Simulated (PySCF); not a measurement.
Question: Write a Z-matrix for `FB(F)[SiH2][TeH]` as optimised with PBE0-D3(BJ)/def2-SVP.

Answer: 
Z-matrix in Å and degrees, rows numbered from 1:
```
F 
B   1  1.3176
F   2  1.3194  1  116.88
Si  2  2.0245  1  121.09  3  -177.20
Te  4  2.5151  2  106.60  1    95.89
H   4  1.4932  2  112.60  1  -142.09
H   4  1.4922  2  111.42  1   -17.73
H   5  1.6656  4   90.85  2    61.01
```

Si4 (SiH2 silicon) is distorted tetrahedral (angles from 104.7° to 112.6°). B2 (three-coordinate boron) is planar (angles 122.0°, 121.1° and 116.9°, sum 359.9°, 0.02 Å off the plane of its three neighbours).

Computed with PBE0-D3(BJ)/def2-SVP geometry optimisation, gas phase, def2 core potentials past Kr in PySCF.

Point group: C1 (no symmetry element, even within 0.4 Å). PBE0-D3(BJ)/def2-SVP frequencies: not computed here. One conformer, not necessarily the lowest (F1–B2–Si4–Te5 96°, B2–Si4–Te5–H 61°).

***

Question: What does the PBE0-D3(BJ)/def2-SVP structure of `[N]#[W]([F])([F])[F]` (WNF3) look like in three dimensions? (Singlet state.)

Answer: 
```xyz
5
F3NW angstrom
W      0.0158   -0.0214   -0.0806
N      0.0144   -0.0398    1.5700
F      1.8233   -0.0460   -0.5154
F     -0.8643    1.5625   -0.4991
F     -0.9144   -1.5658   -0.5371
```

Orientation and origin are arbitrary. Atoms count from 1 in this order. All 3 F–W bonds measure 1.859 to 1.860 Å. W1 (tungsten bonded to 3 F and N) is distorted tetrahedral (angles from 103.5° to 114.8°).

Bonds between heavy atoms (Å): W1–N2 1.651, W1–F3 1.859, W1–F4 1.860, W1–F5 1.860.

Level of theory: PBE0-D3(BJ)/def2-SVP geometry optimisation, gas phase, def2 core potentials past Kr (PySCF).

Point group: C3v (every atom within 0.08 Å of its image). PBE0-D3(BJ)/def2-SVP frequencies: not computed here.
